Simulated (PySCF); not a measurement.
Computed structure and properties of [TaO2(OH)2]−

System: [TaO2(OH)2]− (singlet); start: displaced along the imaginary mode (C1). Method: PySCF 2.14.0, RKS PBE0, Ta def2-SVP with ECP60, O def2-SVP, H def2-SVP; non-relativistic Hamiltonian with scalar-relativistic core potentials where named; density fitting; no spin-orbit coupling.

Input of the relaxation:

```python
mol = gto.M(atom='''
Ta     0.05358     0.05702    -0.10087
O      1.84115    -0.19615     0.06920
O     -0.15867     1.72156     0.53151
O     -2.03569    -0.17624     0.00427
H     -2.36668     0.69879     0.24867
O     -0.15227    -1.90033     0.48500
H      0.76984    -2.18840     0.56252''',
    basis={'Ta': 'def2-SVP', 'O': 'def2-SVP', 'H': 'def2-SVP'},
    ecp={'Ta': 'def2-SVP'},
    charge=-1, spin=0)
mf = dft.RKS(mol, xc='PBE0')
mf.grids.atom_grid = (50, 194)
mf = mf.density_fit()  # fitting sets: Ta def2-universal-JKFIT, O def2-universal-JKFIT, H def2-universal-JKFIT
mf.conv_tol = 1e-08; mf.max_cycle = 55
mf.kernel(dm0)  # dm0: converged density of the start geometry
# quasi-Newton relaxation in Cartesian coordinates to a largest gradient under 0.00045 Eh/bohr, steps kept in the point group
```

Run from Python with OMP_NUM_THREADS=2; the lines above give its settings. Where DIIS fails, smearing, a level shift and second-order steps follow.
It took 80 s on 2 threads of Arm Neoverse V1 (shared host), from the converged density of the start.

Course of the relaxation:

| step | energy above end (eV) | largest force component within the symmetry (eV/Å) |
| --- | --- | --- |
| 0 | 3.0670 | 1.039 |
| 1 | 2.5652 | 1.083 |
| 2 | 2.0003 | 2.079 |
| 3 | 1.3429 | 3.675 |
| 4 | 0.7928 | 3.102 |
| 5 | 0.5449 | 2.702 |
| 6 | 0.2398 | 1.993 |
| 7 | 0.1665 | 1.217 |
| 14 | 0.0051 | 0.139 |
| 15 | 0.0023 | 0.145 |
| 16 | 0.0006 | 0.094 |
| 17 | 0.0002 | 0.036 |
| 18 | 0.0001 | 0.039 |
| 19 | 0.0000 | 0.020 |
(The steps between are left out.)

Relaxed geometry (nearly C2):

```xyz
7

Ta   -0.0536   -0.0368    0.2354
O     1.2330    0.0454   -0.9859
O     0.0768    1.3325    1.3579
O    -1.8340    0.0593   -0.6411
H    -2.4547    0.7116   -0.3076
O     0.1524   -1.7462    1.2264
H     0.8314   -2.3497    0.9152
```

| contact | Å |
| --- | --- |
| Ta1–O2 (O) | 1.776 |
| Ta1–O3 (O) | 1.775 |
| Ta1–O4 (OH) | 1.987 |
| Ta1–O6 (OH) | 1.987 |

On the finer grid (75, 302):

```yaml
HOMO: -2.02 eV
LUMO: 4.31 eV
Dipole_about_the_centre_of_mass: 3.07 D
Set_of_Mulliken_populations_of_Ta1_outside_the_core_potential: s 2.41, p 6.51, d 3.12, f 0.22
D3_BJ_dispersion_energy_not_in_the_energies: -0.111 eV
```

| atom | Mulliken (e) | Löwdin (e) | spin (e) |
| --- | --- | --- | --- |
| Ta1 | 0.74 | -0.03 | 0.00 |
| O2 | -0.53 | -0.32 | 0.00 |
| O3 | -0.53 | -0.32 | 0.00 |
| O4 | -0.53 | -0.24 | 0.00 |
| H5 | 0.19 | 0.08 | 0.00 |
| O6 | -0.53 | -0.24 | 0.00 |
| H7 | 0.19 | 0.08 | 0.00 |

On the grid (50, 194), as all that follows. Harmonic modes: a minimum; lowest 149 cm⁻¹ (negative: unstable), highest 3949 cm⁻¹, zero-point energy 0.848 eV.

Rigid scan of O along the line from its metal, all other atoms held (where the atom bridges, its other bond changes as well):

```
distance to O2 (Å)  energy (eV)
              1.48        3.366
              1.58        1.249
              1.68        0.262
              1.78        0.000
              1.88        0.191
              1.98        0.654
              2.08        1.272
              2.23        2.326
```

Taking off one OH (charge -1, singlet; the rest: singlet) in vacuum, both parts rigid, costs 7.82 eV; the small basis without counterpoise inflates it.

Rigid scan of OH along the line from its metal, all other atoms held (where the atom bridges, its other bond changes as well):

```tsv
distance to O4 (Å)	energy (eV)
1.69	1.600
1.79	0.597
1.89	0.126
1.99	0.000
2.09	0.093
2.19	0.320
2.39	0.967
2.69	2.029
3.09	3.224
3.59	4.258
```

One start shape was tried, so this needn't be the lowest isomer.
